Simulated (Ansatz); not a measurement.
Consider the substitution at a C–Se bond: `C=C[Se]CC` + `O[SiH2][SeH]` → `C=C[Se][SiH2]O` + `CC[SeH]`.

Program: Ansatz. Geometries: PBE0-D4/def2-TZVP. ΔE: electronic, gas phase. CCSD(T)/CBS is the MP2 limit (def2-TZVPP, def2-QZVPP) plus CCSD(T) − MP2 in def2-TZVPP, frozen cores. DFT in def2-TZVPP. B3LYP here is the variant with VWN-RPA as its local correlation; programs differ in this. For Se outer-core shells are correlated without core-valence functions, which leaves a few kJ/mol of doubt a bond. Scalar relativity is left out up to krypton. Each species was taken in one conformer, which may not be the lowest.

| level | ΔE (kJ/mol) | difference from CCSD(T)/CBS |
| --- | --- | --- |
| PBE-D4 | 8.7 | 0.3 |
| r2SCAN-D4 | 10.0 | 1.6 |
| PBE0-D4 | 8.2 | -0.2 |
| B3LYP-D4 | 7.1 | -1.3 |
| ωB97X-V | 7.3 | -1.1 |
| ωB97M-V | 7.3 | -1.1 |
| B2PLYP | 7.8 | -0.6 |
| PBE | 8.9 | 0.5 |
| r2SCAN | 9.9 | 1.5 |
| PBE0 | 8.4 | 0.0 |
| B3LYP | 7.6 | -0.8 |
| HF/def2-TZVPP | 4.8 | -3.6 |
| MP2/def2-TZVPP | 8.9 | 0.5 |
| SCS-MP2/def2-TZVPP | 7.3 | -1.1 |
| CCSD/def2-TZVPP | 7.2 | -1.2 |
| CCSD(T)/def2-TZVPP | 7.5 | -0.9 |
| HF/def2-QZVPP | 5.1 | -3.3 |
| MP2/def2-QZVPP | 9.5 | 1.1 |
| SCS-MP2/def2-QZVPP | 7.8 | -0.6 |
| HF/CBS(def2) | 5.1 | -3.3 |
| MP2/CBS(def2) | 9.8 | 1.4 |
| CCSD/CBS(def2) | 8.1 | -0.3 |
| CCSD(T)/CBS | 8.4 | 0 |

Largest T1 diagnostic among the species: 0.011.
